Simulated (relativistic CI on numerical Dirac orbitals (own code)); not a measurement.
Transition arrays of Mn IV

These numbers are calculated, not measured: Dirac-Coulomb-Breit CI, separate exchange-only KLI orbitals for each configuration, a model potential for QED, valence Slater integrals scaled by 0.9, whole transition arrays (own radial code, finite nucleus).

CI space (outside the closed core [Ne] 3s2): 3p⁶3d⁴, 3p⁶3d³4f, 3p⁵3d⁵, 3p⁶3d³4p, 3p⁶3d³5f. Levels of other configurations are missing.

All E1 lines from the levels of 3p⁶3d⁴; mean and standard deviation are weighted by gf, and upper levels are sorted by their leading configuration.

```csv
Upper configuration,Lines,Σgf,Mean (eV),Mean (nm),σ (eV),Strongest line (nm)
3p⁶3d³4f,2825,81.8,35.49,34.933,2.06,34.815
3p⁵3d⁵,3245,660.7,60.97,20.334,5.03,18.415
3p⁶3d³4p,1718,69.9,19.99,62.015,1.62,61.670
3p⁶3d³5f,2825,43.0,40.08,30.934,2.03,30.589
```

Σgf per state of the lower configuration in bins of 1 nm over the central range (centre: value): 18.5: 0.64, 19.5: 0.80, 20.5: 0.70, 21.5: 0.31, 22.5: 0.39, 23.5: 0.17, 24.5: 0.05, 25.5: 0.06, 26.5: 0.01, 28.5: 0.01, 29.5: 0.04, 30.5: 0.07, 31.5: 0.05, 32.5: 0.06, 33.5: 0.08, 34.5: 0.12, 35.5: 0.05, 36.5: 0.06, 37.5: 0.02, 38.5: 0.01, 39.5: 0.02, 55.5: 0.02, 57.5: 0.02, 58.5: 0.01, 59.5: 0.04, 60.5: 0.05, 61.5: 0.06, 62.5: 0.01.

Q: How do configuration mixing and the scaling of the Slater integrals move the arrays?

A: Slater scale 0.9, no configuration mixing: 3p⁶3d³4f 35.5 ± 2.0 eV (Σgf 96.2), 3p⁵3d⁵ 61.2 ± 4.9 eV (Σgf 616.5), 3p⁶3d³4p 20.0 ± 1.6 eV (Σgf 69.6), 3p⁶3d³5f 40.4 ± 2.0 eV (Σgf 58.2); Slater scale 1: 3p⁶3d³4f 35.4 ± 2.2 eV (Σgf 78.2), 3p⁵3d⁵ 61.9 ± 5.6 eV (Σgf 674.5), 3p⁶3d³4p 20.1 ± 1.8 eV (Σgf 70.0), 3p⁶3d³5f 40.0 ± 2.2 eV (Σgf 43.8); Slater scale 0.8: 3p⁶3d³4f 35.3 ± 1.7 eV (Σgf 78.9), 3p⁵3d⁵ 60.0 ± 4.5 eV (Σgf 646.9), 3p⁶3d³4p 19.9 ± 1.4 eV (Σgf 69.8), 3p⁶3d³5f 40.0 ± 1.8 eV (Σgf 48.8). With mixing, levels are counted to their leading configuration, so an array can shrink or vanish into another, and the sums then hold other lines.
